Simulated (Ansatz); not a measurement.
**Appearance energy of a fragment ion: C3H2F6 → [CF3]+ + C2H2F3 + e⁻**

Species: C3H2F6 (1,1,1,3,3,3-hexafluoropropane) `FC(F)(F)CC(F)(F)F`, singlet; [CF3]+ `F[C+](F)F`, singlet; C2H2F3 `[CH2]C(F)(F)F`, doublet. 

Shapes, held fixed at every level: PBE0-D4/def2-TZVP. Programs: Ansatz 0.2.0. Electronic energies: no zero-point or thermal term.

```tsv
level	kind	ΔE (eV)	less CCSD(T)/CBS estimate
r2SCAN-D4/def2-TZVPP	meta-GGA	+13.09	-0.40
r2SCAN0-D4/def2-TZVPP	global hybrid	+13.22	-0.27
MP2/def2-SVP	perturbation theory	+13.16	-0.33
MP2/def2-TZVPP	perturbation theory	+13.32	-0.17
CCSD(T)/def2-SVP	coupled cluster or CI	+13.12	-0.37
CCSD/def2-SVP	coupled cluster or CI	+13.12	-0.37
CCSD/def2-TZVPP	coupled cluster or CI	+13.21	-0.28
CCSD(T)/CBS estimate	coupled cluster or CI	+13.49	0.00
```

The highest level, CCSD(T)/CBS estimate, gives ΔE = +13.49 eV; the levels span +13.09 to +13.49. The column of differences is taken from that level and isn't an error. No measured value is set beside it here. Open shells run unrestricted unless RO is named. The CBS estimate extrapolates MP2 from def2-TZVPP and def2-QZVPP and adds CCSD(T) − MP2 in the triple-zeta set, cores frozen. The onset seen in experiment also holds zero-point changes and kinetic shifts.
